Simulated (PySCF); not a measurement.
## Single point on SbCl⁻

State: ²Π (doublet), unpaired electrons π ↑.

An equivalent input (the run itself took its basis sets from the Basis Set Exchange, started from a PBE0 density and held the occupation σ 9α 9β, πx 5α 4β, πy 5α 5β, δx 1α 1β, δy 1α 1β):

```python
from pyscf import gto, dft
mol = gto.M(atom='Sb 0 0 0; Cl 0 0 2.539', basis={'Sb': 'def2-SVPD', 'Cl': 'def2-SVPD'}, ecp={'Sb': 'def2-SVPD'},
            charge=-1, spin=1, verbose=4, symmetry='C2v')
mf = dft.UKS(mol, xc='PW91,PW91')
mf.grids.atom_grid = (80, 434)
mf.grids.prune = dft.gen_grid.treutler_prune
mf.irrep_nelec = {'A1': (10, 10), 'A2': (1, 1), 'B1': (5, 4), 'B2': (5, 5)}
mf.conv_tol = 1e-9
mf.max_cycle = 60
mf.diis_space = 10
mf.kernel()
```

The log (some set-up lines and the per-cycle HOMO/LUMO lines removed):

```
******** <class 'pyscf.dft.uks_symm.SymAdaptedUKS'> ********
method = SymAdaptedUKS
damping factor = 0
level_shift factor = 0
DIIS = <class 'pyscf.scf.diis.CDIIS'>
diis_start_cycle = 1
diis_space = 10
diis_damp = 0
SCF conv_tol = 1e-09
SCF conv_tol_grad = None
SCF max_cycles = 60
number electrons alpha = 21  beta = 20
Set gradient conv threshold to 3.16228e-05
init E= -700.442764227637
cycle= 1 E= -700.444401892202  delta_E= -0.00164  |g|= 0.0171  |ddm|= 0.19
cycle= 2 E= -700.443677739766  delta_E= 0.000724  |g|= 0.0352  |ddm|= 0.0691
cycle= 3 E= -700.44463342376  delta_E= -0.000956  |g|= 0.00221  |ddm|= 0.0463
cycle= 4 E= -700.444635102921  delta_E= -1.68e-06  |g|= 0.00129  |ddm|= 0.00441
cycle= 5 E= -700.444636382321  delta_E= -1.28e-06  |g|= 9.7e-05  |ddm|= 0.00183
cycle= 6 E= -700.444636387463  delta_E= -5.14e-09  |g|= 4.01e-05  |ddm|= 0.000253
cycle= 7 E= -700.444636388958  delta_E= -1.49e-09  |g|= 7.75e-06  |ddm|= 0.000105
cycle= 8 E= -700.444636389062  delta_E= -1.04e-10  |g|= 1.33e-06  |ddm|= 3.01e-05
Extra cycle  E= -700.444636389063  delta_E= -3.41e-13  |g|= 1.16e-06  |ddm|= 4.21e-06
converged SCF energy = -700.444636389063  <S^2> = 0.75190616  2S+1 = 2.0019053
```

Repeating this along the bond gives Re = 2.558 Å and ωe = 264 cm⁻¹.

A point of this curve took 0.39 CPU seconds beside 0.18 for the integrals, on AMD EPYC 7R13 (shared host).

Spin–orbit coupling is left out. The highest Kohn–Sham level is positive in this anion. Much of that is self-interaction error, but it also means that the finite basis helps to hold the extra electron. The state is the lowest determinant that a PBE0 search found; another state may lie lower at other levels.
